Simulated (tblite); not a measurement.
Compound: C₂H₁₂Si₄.
Numbering: `[SiH3:1][Si:2]1([SiH3:3])[CH2:4][CH2:5][SiH2:6]1` (hydrogens: H7, H8, H9 on Si1; H10, H11, H12 on Si3; H13, H14 on C4; H15, H16 on C5; H17, H18 on Si6)

Computed with GFN2-xTB (tblite), gas phase: L-BFGS steps from a force-field or distance-geometry start until the largest atomic force falls under 0.01 eV/Å.

At the end of the run (lengths in Å): Si2–Si6 2.366, Si2–Si3 2.332, Si1–Si2 2.336, Si2–C4 1.948, C4–C5 1.540, Si3–H10 1.465, Si6–H18 1.469, Si3–Si2–C4 111.3°, Si3–Si2–Si6 121.3°, Si1–Si2–C4 110.4°, C4–C5–Si6 101.6°, Si1–Si2–C4–C5 99°, Si2–C4–C5–Si6 17°, C4–C5–Si6–Si2 -14°, H17–Si6–C5–C4 104°, H13–C4–Si2–Si1 -22°.

Problem. These geometries were met on the way; a selection of coordinates is given. Order them by energy above the end point, lowest first.
A. Si2–Si6 2.322, Si2–Si3 2.308, Si1–Si2 2.315, Si2–C4 1.948, C4–C5 1.538, Si3–H10 1.479, Si6–H18 1.477, Si3–Si2–C4 117.2°, Si3–Si2–Si6 117.0°, Si1–Si2–C4 111.7°, C4–C5–Si6 99.5°, Si1–Si2–C4–C5 88°, Si2–C4–C5–Si6 25°, C4–C5–Si6–Si2 -21°, H17–Si6–C5–C4 93°, H13–C4–Si2–Si1 -35°
B. Si2–Si6 2.297, Si2–Si3 2.259, Si1–Si2 2.280, Si2–C4 1.926, C4–C5 1.543, Si3–H10 1.450, Si6–H18 1.444, Si3–Si2–C4 117.4°, Si3–Si2–Si6 114.9°, Si1–Si2–C4 114.9°, C4–C5–Si6 98.9°, Si1–Si2–C4–C5 85°, Si2–C4–C5–Si6 29°, C4–C5–Si6–Si2 -25°, H17–Si6–C5–C4 85°, H13–C4–Si2–Si1 -38°
C. Si2–Si6 2.339, Si2–Si3 2.320, Si1–Si2 2.323, Si2–C4 1.948, C4–C5 1.534, Si3–H10 1.474, Si6–H18 1.463, Si3–Si2–C4 116.9°, Si3–Si2–Si6 117.2°, Si1–Si2–C4 112.1°, C4–C5–Si6 99.8°, Si1–Si2–C4–C5 87°, Si2–C4–C5–Si6 26°, C4–C5–Si6–Si2 -22°, H17–Si6–C5–C4 94°, H13–C4–Si2–Si1 -33°
D. Si2–Si6 2.208, Si2–Si3 2.229, Si1–Si2 2.241, Si2–C4 1.892, C4–C5 1.579, Si3–H10 1.493, Si6–H18 1.490, Si3–Si2–C4 116.4°, Si3–Si2–Si6 114.9°, Si1–Si2–C4 116.3°, C4–C5–Si6 96.2°, Si1–Si2–C4–C5 85°, Si2–C4–C5–Si6 30°, C4–C5–Si6–Si2 -26°, H17–Si6–C5–C4 86°, H13–C4–Si2–Si1 -34°
E. Si2–Si6 2.333, Si2–Si3 2.298, Si1–Si2 2.320, Si2–C4 1.954, C4–C5 1.540, Si3–H10 1.449, Si6–H18 1.464, Si3–Si2–C4 117.8°, Si3–Si2–Si6 116.3°, Si1–Si2–C4 112.4°, C4–C5–Si6 100.3°, Si1–Si2–C4–C5 87°, Si2–C4–C5–Si6 26°, C4–C5–Si6–Si2 -22°, H17–Si6–C5–C4 89°, H13–C4–Si2–Si1 -38°

Solution. C (0.077 eV), A (0.128 eV), E (0.226 eV), B (0.370 eV), D (0.639 eV).

| step | E above end (eV) | rms distance from the end, all atoms (Å) | largest force (eV/Å) | rms shift of all bonds from the end (Å) |
| --- | --- | --- | --- | --- |
| 10 | 0.077 | 0.202 | 0.284 | 0.010 |
| 8 | 0.128 | 0.215 | 0.356 | 0.015 |
| 5 | 0.226 | 0.238 | 0.421 | 0.014 |
| 2 | 0.370 | 0.262 | 0.541 | 0.030 |
| 0 | 0.639 | 0.272 | 2.277 | 0.054 |

Rows stand in the order of the answer.
